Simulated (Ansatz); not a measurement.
Consider the formal exchange of groups at the Si–O bond: `F[SiH](S)[O][GeH3]` + CH₃OH → `OC[SiH](F)S` + `[OH][GeH3]`.

Isolated molecules relaxed with PBE0-D4/def2-TZVP in Ansatz; ΔE leaves out vibrations. CCSD(T)/CBS adds triple-zeta CCSD(T) − MP2 to the extrapolated MP2 energy (def2 sets, frozen cores). This one scheme is used for every species. DFT in def2-TZVPP. B3LYP here is the variant with VWN-RPA as its local correlation; programs differ in this. For Ge outer-core shells are correlated without core-valence functions, which leaves a few kJ/mol of doubt a bond. Scalar relativity is left out up to krypton. One conformer a species, not always the lowest.

| level | ΔE (kJ/mol) |
| --- | --- |
| B2PLYP | 140.1 |
| B3LYP | 137.3 |

What does CCSD(T)/CBS give? (Best estimate.)

Computed: +138.6 kJ/mol. The listed levels differ from it by 1.5, -1.3 kJ/mol.

Largest T1 diagnostic among the species: 0.012.

From PBE to PBE0 (25 % exact exchange), in def2-TZVPP and without D4, ΔE moves by +9.7 kJ/mol. In def2-TZVPP, CCSD(T) changes the Hartree–Fock value by −25.2 kJ/mol (the triples alone add −3.7 kJ/mol) and MP2 by −23.9 kJ/mol.

CCSD(T)/CBS has its own doubt, a few kJ/mol and more with outer-core shells, so smaller differences from it don't rank the levels.
